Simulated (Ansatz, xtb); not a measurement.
# C5H8BrCl: which of two isomers lies lower

Structure a: `Cl[C@@H]1CC[C@H](Br)C1`, a singlet. Structure b: `C=C(C)[C@H](Cl)CBr`, a singlet. Both are isolated molecules in the gas phase, relaxed with r2SCAN-D4/def2-SVP; the shapes shown needn't be the lowest conformers.

a (Å):

```xyz
15

C    -0.9486   -0.0010    1.2275
C    -0.7851   -0.6980   -0.1401
C    -0.2464    0.3940   -1.0717
C     0.6391    1.2392   -0.1634
C    -0.1648    1.3273    1.1293
Br    2.3736    0.3250    0.1455
Cl   -0.3581   -1.0489    2.5837
H    -2.0034    0.1847    1.4718
H    -0.0394   -1.5011   -0.0435
H    -1.7227   -1.1521   -0.4934
H     0.2761    0.0035   -1.9571
H    -1.0677    1.0445   -1.4280
H     0.9234    2.2138   -0.5811
H    -0.8860    2.1567    1.0133
H     0.4379    1.5383    2.0223
```

b (Å):

```xyz
15

C     0.8670    0.5450    2.5701
C     0.5270    0.7838    1.2942
C     1.5257    1.0520    0.2083
C    -0.9269    0.7967    0.9127
C    -1.3909    1.9848    0.0912
Br   -1.1536    3.6515    1.0944
Cl   -1.2919   -0.6674   -0.1479
H     0.1085    0.3631    3.3376
H     1.9151    0.5309    2.8841
H     1.4518    2.0946   -0.1466
H     1.3460    0.3929   -0.6570
H     2.5519    0.8906    0.5657
H    -1.5611    0.6719    1.8018
H    -0.8174    2.0865   -0.8392
H    -2.4595    1.9063   -0.1436
```

Q: Estimate E(b) − E(a) at the level CCSD(T)/def2-SVP + ΔMP2/def2-TZVPP.

A: Calculated at CCSD(T)/def2-SVP + ΔMP2/def2-TZVPP: E(b) − E(a) = +13.5 kcal/mol, so structure a lies lower.

Level by level:

| level | geometry | E(b) − E(a) (kcal/mol) | departure from the last row (kcal/mol) | job, with rough time for the two |
| --- | --- | --- | --- | --- |
| r2SCAN-D4/def2-SVP | r2SCAN-D4/def2-SVP | +15.7 | +2.3 | optimisation, 86 s |
| HF/def2-SVP | r2SCAN-D4/def2-SVP | +12.8 | −0.7 | part of the CCSD(T) run |
| MP2/def2-SVP | r2SCAN-D4/def2-SVP | +16.0 | +2.5 | part of the CCSD(T) run |
| CCSD(T)/def2-SVP | r2SCAN-D4/def2-SVP | +13.8 | +0.4 | single point |
| CCSD(T)/def2-SVP + ΔMP2/def2-TZVPP | r2SCAN-D4/def2-SVP | +13.5 |  | single point, 2.8 min |

As drawn, b has 1 C=C in place of 2 C–C. Structure a has a 5-membered ring, b no ring.

The levels shown agree on the order. The largest departure from CCSD(T)/def2-SVP + ΔMP2/def2-TZVPP is that of MP2/def2-SVP, 2.5 kcal/mol. Levels run at GFN2-xTB geometries aren't shown. The last row adds to CCSD(T) the change of the MP2 difference between the two basis sets, here −0.4 kcal/mol.

With thermal terms from frequencies at re-optimised GFN2-xTB minima (ideal gas, soft modes damped towards free rotors, one conformer each, 298.15 K, 1 atm): the zero-point term adds −2.6 kcal/mol; ΔH is +11.9 and ΔG +9.6 kcal/mol.

The correlated steps freeze 19 core orbitals; the filled d shell of Br is correlated, in a basis made for valence electrons. Codes used: Ansatz 0.2.0, xtb 6.7.1; the last row on 4 threads of Arm Neoverse V1 on a shared host.
